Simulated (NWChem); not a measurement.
# C₄H₃FOS; SMILES c1c(scc1F)O

```xyz
10

O     -1.1994    -2.1415     0.0000
C     -0.5494    -0.9702     0.0000
C     -1.1385     0.2644     0.0000
C     -0.1532     1.2907     0.0000
F     -0.4917     2.5725     0.0000
C      1.1413     0.8620     0.0000
S      1.1871    -0.8677     0.0000
H     -0.5779    -2.8775     0.0000
H     -2.2138     0.4334     0.0000
H      2.0523     1.4548     0.0000
```
Atoms are numbered in this order, from 1.

Structure relaxed at the PBE0/def2-SVP level.

Problem. Give the principal values of the shielding tensors (ppm) of O1, C2, C3, C4, F5 from B3LYP/6-31G* (spherical d), GIAO (NWChem), with their diamagnetic and paramagnetic parts as GIAO splits them.

Solution. 
```
atom    σ11    σ22    σ33  isotropic  diamagnetic  paramagnetic
----  -----  -----  -----  ---------  -----------  ------------
O1    172.2  248.9  257.3      226.2        392.8        -166.7
C2    -29.1   31.6  105.9       36.1        257.3        -221.1
C3     50.2   94.5  157.8      100.9        256.9        -156.0
C4    -15.9   61.5   84.2       43.3        246.6        -203.4
F5    212.9  318.6  407.9      313.1        476.4        -163.3
```
